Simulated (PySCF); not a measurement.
Molfile (atoms numbered from 1):
```
C3H9BO3
     RDKit          3D

 16 15  0  0  0  0  0  0  0  0999 V2000
    2.2569   -0.8203    0.1681 C   0  0  0  0  0  0  0  0  0  0  0  0
    1.3361    0.2493    0.1392 O   0  0  0  0  0  0  0  0  0  0  0  0
   -0.0020    0.0015    0.2094 B   0  0  0  0  0  0  0  0  0  0  0  0
   -0.4514   -1.2807    0.3111 O   0  0  0  0  0  0  0  0  0  0  0  0
   -1.8355   -1.5483    0.3850 C   0  0  0  0  0  0  0  0  0  0  0  0
   -0.8888    1.0352    0.1747 O   0  0  0  0  0  0  0  0  0  0  0  0
   -0.4258    2.3637    0.0588 C   0  0  0  0  0  0  0  0  0  0  0  0
    2.2114   -1.3547    1.1207 H   0  0  0  0  0  0  0  0  0  0  0  0
    3.2545   -0.3991    0.0418 H   0  0  0  0  0  0  0  0  0  0  0  0
    2.0629   -1.5340   -0.6365 H   0  0  0  0  0  0  0  0  0  0  0  0
   -2.3932   -0.9836   -0.3655 H   0  0  0  0  0  0  0  0  0  0  0  0
   -2.2293   -1.2930    1.3727 H   0  0  0  0  0  0  0  0  0  0  0  0
   -1.9756   -2.6158    0.2127 H   0  0  0  0  0  0  0  0  0  0  0  0
    0.0909    2.6800    0.9689 H   0  0  0  0  0  0  0  0  0  0  0  0
    0.2611    2.4751   -0.7836 H   0  0  0  0  0  0  0  0  0  0  0  0
   -1.2948    3.0033   -0.0978 H   0  0  0  0  0  0  0  0  0  0  0  0
  1  2  1  0
  2  3  1  0
  3  4  1  0
  4  5  1  0
  3  6  1  0
  6  7  1  0
  1  8  1  0
  1  9  1  0
  1 10  1  0
  5 11  1  0
  5 12  1  0
  5 13  1  0
  7 14  1  0
  7 15  1  0
  7 16  1  0
M  END
```

- shieldings: GIAO B97-2/pcSseg-2
- structure optimised with PBE0-D3(BJ)/def2-TZVP
- code: PySCF 2.14.0 with density-fitted response routines
- one computed conformer, in vacuum, averaged over atoms made equivalent by symmetry, fast rotation or ring inversion, no relativistic terms

Scale: 13C (σ = 185.38 ppm), 1H (σ = 31.64 ppm) against TMS; 17O (σ = 327.66 ppm) against H2O; 11B (σ = 99.77 ppm) vs BF3·OEt2 (reference shieldings calculated alike).

```json
{"atoms": "O2/O4/O6", "nucleus": "17O", "count": "3", "δ (ppm)": "?"}
{"atoms": "C1/C5/C7", "nucleus": "13C", "count": "3", "δ (ppm)": "54.9"}
{"atoms": "H8/H9/H10/H11/H12/H13/H14/H15/H16", "nucleus": "1H", "count": "9", "δ (ppm)": "3.55"}
{"atoms": "B3", "nucleus": "11B", "count": "1", "δ (ppm)": "?"}
```

Task: Estimate the values marked ?.

Result: 
- O2/O4/O6: 56.9 ppm, oxygen bonded to C, B
- B3: 16.0 ppm, boron bonded to 3 O

Shifts are as computed. Against solution values, carbons near 30 ppm lie about +3 ppm off and those near 130 ppm about +7 ppm. Of 1211 compounds with measured shifts, 218 miss one by over three times the rms of a fit or turn the order of signals round; such compounds aren't used in these exercises. Experimental scales use liquid or dissolved standards, which lie at an offset from isolated H2O (liquid H2O: subtract about 36 ppm).
